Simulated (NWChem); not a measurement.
All runs are NWChem calculations. System: tetramethylurea (C₅H₁₂N₂O), charge 0, spin multiplicity 1, at a geometry optimised with PBE0/def2-SVP. Level: G0W0@PBE/def2-SVP, RI basis def2-svp-rifit.

NWChem printed:

```
             Northwest Computational Chemistry Package (NWChem) 7.3.0
             --------------------------------------------------------

                                NWChem Input Module
                                -------------------

 Scaling coordinates for geometry "geometry" by  1.889725989
 (inverse scale =  0.529177249)

 Turning off AUTOSYM since
 SYMMETRY directive was detected!

                             Geometry "geometry" -> ""
                             -------------------------

 Output coordinates in angstroms (scale by  1.889725989 to convert to a.u.)

  No.       Tag          Charge          X              Y              Z
 ---- ---------------- ---------- -------------- -------------- --------------
    1 C                    6.0000    -2.31219100    -0.67461100    -0.56332800
    2 N                    7.0000    -1.15303700    -0.21394500     0.16012000
    3 C                    6.0000    -1.43443100     0.49582000     1.38528900
    4 C                    6.0000     0.00000000     0.00000000    -0.57841400
    5 O                    8.0000     0.00000000     0.00000000    -1.79674200
    6 N                    7.0000     1.15303700     0.21394500     0.16012000
    7 C                    6.0000     2.31219100     0.67461100    -0.56332800
    8 C                    6.0000     1.43443100    -0.49582000     1.38528900
    9 H                    1.0000    -2.94950900     0.16268400    -0.90633600
   10 H                    1.0000    -2.92137900    -1.32786700     0.08241700
   11 H                    1.0000    -1.99089900    -1.23395000    -1.44953300
   12 H                    1.0000    -2.28295200     1.18964200     1.23861000
   13 H                    1.0000    -1.70091200    -0.18535600     2.21327900
   14 H                    1.0000    -0.56877800     1.09523800     1.69116200
   15 H                    1.0000     2.92137900     1.32786700     0.08241700
   16 H                    1.0000     2.94950900    -0.16268400    -0.90633600
   17 H                    1.0000     1.99089900     1.23395000    -1.44953300
   18 H                    1.0000     2.28295200    -1.18964200     1.23861000
   19 H                    1.0000     1.70091200     0.18535600     2.21327900
   20 H                    1.0000     0.56877800    -1.09523800     1.69116200

 Effective nuclear repulsion energy (a.u.)     416.3378326541

            Nuclear Dipole moment (a.u.)
            ----------------------------
        X                 Y               Z
 ---------------- ---------------- ----------------
     0.0000000000     0.0000000000    -0.0000188973

      Symmetry information
      --------------------

 Group name             C2
 Group number              4
 Group order               2
 No. of unique centers    11

      Symmetry unique atoms

     1    2    3    4    5    9   10   11   12   13   14


 Summary of "ao basis" -> "" (spherical)
 ------------------------------------------------------------------------------
       Tag                 Description            Shells   Functions and Types
 ---------------- ------------------------------  ------  ---------------------
 *                          def2-svp                  on all atoms

 new library libraries.bse/

 Summary of "ri basis" -> "" (spherical)
 ------------------------------------------------------------------------------
       Tag                 Description            Shells   Functions and Types
 ---------------- ------------------------------  ------  ---------------------
 *                       def2-svp-rifit               on all atoms

  pbe96 is a nonlocal functional; adding pw91lda local functional.

                                 NWChem DFT Module
                                 -----------------

 Summary of "ao basis" -> "ao basis" (spherical)
 ------------------------------------------------------------------------------
       Tag                 Description            Shells   Functions and Types
 ---------------- ------------------------------  ------  ---------------------
 C                          def2-svp                 6       14   3s2p1d
 N                          def2-svp                 6       14   3s2p1d
[...]
  ----- ------------  ---------------      ----- ------------  ---------------
    60      0.394404   5 O  px               61      0.344470   5 O  py
    17      0.271420   2 N  s                73     -0.271420   6 N  s
    63      0.259091   5 O  px               64      0.245942   5 O  py
    49      0.160483   4 C  px               19      0.150423   2 N  py
    75      0.150423   6 N  py               18     -0.147094   2 N  px

 Vector   31  Occ=2.000000D+00  E=-1.888157D-01  Symmetry=a
              MO Center=  1.6D-13,  2.2D-14,  2.3D-01, r^2= 4.1D+00
   Bfn.  Coefficient  Atom+Function         Bfn.  Coefficient  Atom+Function
  ----- ------------  ---------------      ----- ------------  ---------------
    19      0.355605   2 N  py               75     -0.355605   6 N  py
    22     -0.294469   2 N  py               78      0.294469   6 N  py
    20     -0.165459   2 N  pz               76     -0.165459   6 N  pz
   113      0.131563   9 H  s               148      0.131563  16 H  s
    23      0.128664   2 N  pz               79      0.128664   6 N  pz

 Vector   32  Occ=2.000000D+00  E=-1.848545D-01  Symmetry=b
              MO Center= -1.6D-13, -2.4D-14, -8.6D-01, r^2= 3.0D+00
   Bfn.  Coefficient  Atom+Function         Bfn.  Coefficient  Atom+Function
  ----- ------------  ---------------      ----- ------------  ---------------
    60      0.445601   5 O  px               63      0.307699   5 O  px
    61     -0.233156   5 O  py               19     -0.219908   2 N  py
    75     -0.219908   6 N  py               22      0.190252   2 N  py
    78      0.190252   6 N  py               64     -0.182184   5 O  py
    20      0.157278   2 N  pz               76     -0.157278   6 N  pz

 Vector   33  Occ=0.000000D+00  E= 1.657680D-02  Symmetry=b
              MO Center=  2.2D-14, -7.7D-15, -4.5D-01, r^2= 3.9D+00
   Bfn.  Coefficient  Atom+Function         Bfn.  Coefficient  Atom+Function
  ----- ------------  ---------------      ----- ------------  ---------------
    47      0.528939   4 C  py               50      0.494237   4 C  py
    31     -0.418798   3 C  s               101      0.418798   8 C  s
   129      0.416824  12 H  s               159     -0.416824  18 H  s
    64     -0.359824   5 O  py               61     -0.349298   5 O  py
   114      0.309414   9 H  s               149     -0.309414  16 H  s

 Vector   34  Occ=0.000000D+00  E= 2.758813D-02  Symmetry=a
              MO Center= -2.1D-14,  8.1D-15,  1.3D+00, r^2= 9.3D+00
   Bfn.  Coefficient  Atom+Function         Bfn.  Coefficient  Atom+Function
  ----- ------------  ---------------      ----- ------------  ---------------
    31      1.396653   3 C  s               101      1.396653   8 C  s
   134     -0.769104  13 H  s               164     -0.769104  19 H  s
     3      0.759009   1 C  s                87      0.759009   7 C  s
   139     -0.635612  14 H  s               169     -0.635612  20 H  s
   129     -0.544993  12 H  s               159     -0.544993  18 H  s

 Vector   35  Occ=0.000000D+00  E= 5.290940D-02  Symmetry=b
              MO Center= -1.3D-13, -3.5D-15,  7.9D-01, r^2= 1.1D+01
   Bfn.  Coefficient  Atom+Function         Bfn.  Coefficient  Atom+Function
  ----- ------------  ---------------      ----- ------------  ---------------
     3      0.967703   1 C  s                87     -0.967703   7 C  s
   134     -0.749927  13 H  s               164      0.749927  19 H  s
   119     -0.743560  10 H  s               144      0.743560  15 H  s
    31      0.555730   3 C  s               101     -0.555730   8 C  s
   114     -0.539063   9 H  s               149      0.539063  16 H  s

 center of mass
 --------------
 x =  -0.00000000 y =  -0.00000000 z =  -0.09252378

 moments of inertia (a.u.)
 ------------------
         587.510005550949        -117.790251383690          -0.000000000000
        -117.790251383690        1460.710541875409          -0.000000000000
          -0.000000000000          -0.000000000000        1088.326220591581

     Multipole analysis of the density
     ---------------------------------

     L   x y z        total         alpha         beta         nuclear
     -   - - -        -----         -----         ----         -------
     0   0 0 0     -0.000000    -32.000000    -32.000000     64.000000

     1   1 0 0      0.000000      0.000000      0.000000      0.000000
     1   0 1 0     -0.000000     -0.000000     -0.000000      0.000000
     1   0 0 1      1.239107      0.619563      0.619563     -0.000019

     2   2 0 0    -33.204401   -314.270390   -314.270390    595.336379
     2   1 1 0      0.456815    -34.235687    -34.235687     68.928190
     2   1 0 1     -0.000000     -0.000000     -0.000000     -0.000000
     2   0 2 0    -36.712312    -55.807738    -55.807738     74.903165
     2   0 1 1      0.000000      0.000000      0.000000     -0.000000
     2   0 0 2    -40.353822   -162.079007   -162.079007    283.804192

 Task  times  cpu:       39.6s     wall:       39.6s

                                NWChem Input Module
                                -------------------

                                 NWChem GW Module
                                 ----------------

                             ***********************
                             ***        GW       ***
                             ***********************

 Summary of "ri basis" -> "ri basis" (spherical)
 ------------------------------------------------------------------------------
       Tag                 Description            Shells   Functions and Types
 ---------------- ------------------------------  ------  ---------------------
 C                       def2-svp-rifit             16       48   6s5p4d1f
 N                       def2-svp-rifit             16       48   6s5p4d1f
 O                       def2-svp-rifit             16       48   6s5p4d1f
 H                       def2-svp-rifit              6       14   3s2p1d

                 Memory Information
                 ------------------
          Available GA per process is          1699.8 MBs
          Available stack per process is        700.0 MBs
          Available heap per process is           0.3 MBs

          Peak memory in Initialization
              Peak GA per process is                 27.1 MBs
              Peak stack per process is               0.3 MBs
              Peak heap per process is               27.7 MBs
              Memory not in MA per process            0.0 MBs

          Peak memory in CDGW Calculation
              Peak GA per process is                 32.1 MBs
              Peak stack per process is               4.7 MBs
              Peak heap per process is                4.4 MBs
              Memory not in MA per process            0.0 MBs

          Computing 2-center integrals
          Computing Inverse Cholesky factor
          Computing 3-center integrals
          Computing Vxc

          Computing Sigma_x
          Computing W(iw) on the imaginary grid
          Solving quasiparticle equations

                  Alpha Orbitals
          State     Energy (eV)     Error (eV)
          -----------------------------------
@GW        29        -10.663           0.004
@GW        30         -8.393           0.002
@GW        31         -7.616           0.002
@GW        32         -7.553           0.002
@GW        33          3.627           0.003
@GW        34          3.447           0.001

     GW Timing Statistics
   ------------------------
   Init.   :          0.1s
     ERIs  :          3.6s
     Distr.:          0.1s
     Vxc   :          1.8s
   Vmo     :          0.0s
   iW      :          8.7s
   I_n     :          0.0s
   R_n     :          4.1s
   GW total:         18.4s

 Task  times  cpu:       18.4s     wall:       18.4s

 Total times  cpu:       58.0s     wall:       58.0s
```

Q: Write an NWChem input that would produce this output.

A: Several could match; the one computed here: 
```
start mol
memory heap 200 mb stack 700 mb global 1700 mb
geometry units angstroms nocenter noautoz
  C     -2.312191    -0.674611    -0.563328
  N     -1.153037    -0.213945     0.160120
  C     -1.434431     0.495820     1.385289
  C      0.000000     0.000000    -0.578414
  O      0.000000     0.000000    -1.796742
  N      1.153037     0.213945     0.160120
  C      2.312191     0.674611    -0.563328
  C      1.434431    -0.495820     1.385289
  H     -2.949509     0.162684    -0.906336
  H     -2.921379    -1.327867     0.082417
  H     -1.990899    -1.233950    -1.449533
  H     -2.282952     1.189642     1.238610
  H     -1.700912    -0.185356     2.213279
  H     -0.568778     1.095238     1.691162
  H      2.921379     1.327867     0.082417
  H      2.949509    -0.162684    -0.906336
  H      1.990899     1.233950    -1.449533
  H      2.282952    -1.189642     1.238610
  H      1.700912     0.185356     2.213279
  H      0.568778    -1.095238     1.691162
  symmetry group C2
end
basis spherical
  * library def2-svp
end
basis "ri basis" bse spherical
  * library def2-svp-rifit
end
dft
  xc xpbe96 cpbe96
  iterations 100
  direct
  tolerances tight
end
task dft energy
gw
  method cdgw
  states alpha occ 4 vir 2
end
task dft gw
```
